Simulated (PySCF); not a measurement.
Species: C₄H₆F₂O₂.
SMILES: `O([C@H]1[C@@H](O1)C)C(F)F`

Torsions of this conformer, `[CH3:1][C@@H:2]1[O:3][C@H:4]1[O:5][CH:6]([F:7])[F:8]`: O3–C4–O5–C6 -64°, C4–O5–C6–F7 166°.

The closed-shell ground state was solved at several levels (PySCF, density fitting, gas phase, non-relativistic). The structure is a single GFN2-xTB conformer in the gas phase; no vibrational or solvent corrections.

```json
{"level": "PBE0/pcSseg-1", "basis functions": "166", "HOMO (eV)": "-8.68", "LUMO (eV)": "1.58", "gap (eV)": "10.26", "dipole (D)": "3.03"}
{"level": "B3LYP/pcJ-1", "basis functions": "276", "HOMO (eV)": "-8.40", "LUMO (eV)": "1.26", "gap (eV)": "9.66", "dipole (D)": "3.01"}
```

(1) Estimate the row for wB97X-D/def2-SVPD, a basis of 220 functions; the other rows only guide the guess.

(2) Over all these levels, which gives the widest orbital gap and which the narrowest?

(3) How far do the dipole and the HOMO energy spread over the levels?

Answers

(1) HOMO -10.73 eV, LUMO 2.35 eV, gap 13.08 eV, dipole 3.14 D.

(2) wB97X-D/def2-SVPD (range-separated hybrid) has the widest, 13.08 eV, and B3LYP/pcJ-1 (global hybrid, 20 % exact exchange) the narrowest, 9.66 eV. Functional and basis both differ between the two, so the spread mixes both effects.

(3) The dipole runs from 3.01 to 3.14 D (mean 3.06 D) and the HOMO from -10.73 to -8.40 eV.
